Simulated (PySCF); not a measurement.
C7H5NO2.
Numbering: `[OH:1][c:2]1[cH:3][cH:4][c:5]2[cH:6][n:7][o:8][c:9]2[cH:10]1` (hydrogens: H11 on O1; H12 on C3; H13 on C4; H14 on C6; H15 on C10)

All values: wB97X-D/def2-SVPD (PySCF, non-relativistic), on one gas-phase PBE0-D3(BJ)/def2-SVP geometry that isn't relaxed in the solvent. The solvent is an IEF-PCM continuum (van der Waals radii × 1.2), and excitations are vertical TDDFT with non-equilibrium linear response and a frozen core. The model holds no explicit solvent molecules, cavitation or dispersion.

Gas-phase singlets (H = HOMO, L = LUMO):

```json
{"state": "S1", "E (eV)": "4.995", "λ (nm)": "248", "f": "0.107", "leading configuration": "H→L 52%"}
{"state": "S2", "E (eV)": "5.423", "λ (nm)": "229", "f": "0.101", "leading configuration": "H-1→L 44%"}
{"state": "S3", "E (eV)": "6.307", "λ (nm)": "197", "f": "0.329", "leading configuration": "H→L+1 65%"}
{"state": "S4", "E (eV)": "6.426", "λ (nm)": "193", "f": "0.005", "leading configuration": "H-2→L 78%"}
{"state": "S5", "E (eV)": "6.544", "λ (nm)": "189", "f": "0.001", "leading configuration": "H→L+2 88%"}
```

Task: What are the lowest 5 singlets in chloroform (ε = 4.711)?

Result: 
| state | E (eV) | λ (nm) | f | leading configuration | change by rank (eV) |
| --- | --- | --- | --- | --- | --- |
| S1 | 4.970 | 249 | 0.185 | H→L 56% | -0.025 |
| S2 | 5.340 | 232 | 0.139 | H-1→L 46% | -0.083 |
| S3 | 6.171 | 201 | 0.468 | H→L+1 68% | -0.136 |
| S4 | 6.591 | 188 | 0.006 | H-2→L 80% | +0.165 |
| S5 | 6.676 | 186 | 0.544 | H-1→L+1 91% | +0.132 |

Task: How does the list change in acetonitrile (ε = 35.69)?

Result: 
| state | E (eV) | λ (nm) | f | leading configuration | change by rank (eV) |
| --- | --- | --- | --- | --- | --- |
| S1 | 4.987 | 249 | 0.174 | H→L 54% | -0.008 |
| S2 | 5.333 | 232 | 0.139 | H-1→L 44% | -0.090 |
| S3 | 6.189 | 200 | 0.435 | H→L+1 67% | -0.118 |
| S4 | 6.665 | 186 | 0.006 | H-2→L 82% | +0.239 |
| S5 | 6.697 | 185 | 0.524 | H-1→L+1 90% | +0.153 |

Task: How do the frontier levels move from gas to acetonitrile?

Result: 
```
orbital  gas (eV)  solvent (eV)  change (eV)
 LUMO+2      1.94          2.44        +0.50
 LUMO+1      1.54          1.60        +0.06
   LUMO      0.43          0.46        +0.03
   HOMO     -8.60         -8.55        +0.05
 HOMO-1     -9.17         -9.11        +0.06
 HOMO-2    -10.83        -11.12        -0.29
 HOMO-3    -11.13        -11.20        -0.07
```

The HOMO–LUMO gap goes from 9.03 to 9.01 eV. Rows go by rank; for LUMO+2 the atom shares or the degeneracy differ between the runs, so the row needn't follow one orbital.

Hardware: one thread of an AMD EPYC 7R13, no GPU, shared host with 192 logical CPUs at a one-minute load of 160. Cost: 62 s, 1.2 GiB resident at most. This is the whole response run at wB97X-D/def2-SVPD in acetonitrile, SCF included.

Shape of the structure used: `[OH:1][c:2]1[cH:3][cH:4][c:5]2[cH:6][n:7][o:8][c:9]2[cH:10]1`: H–O1–C2–C3 180°.
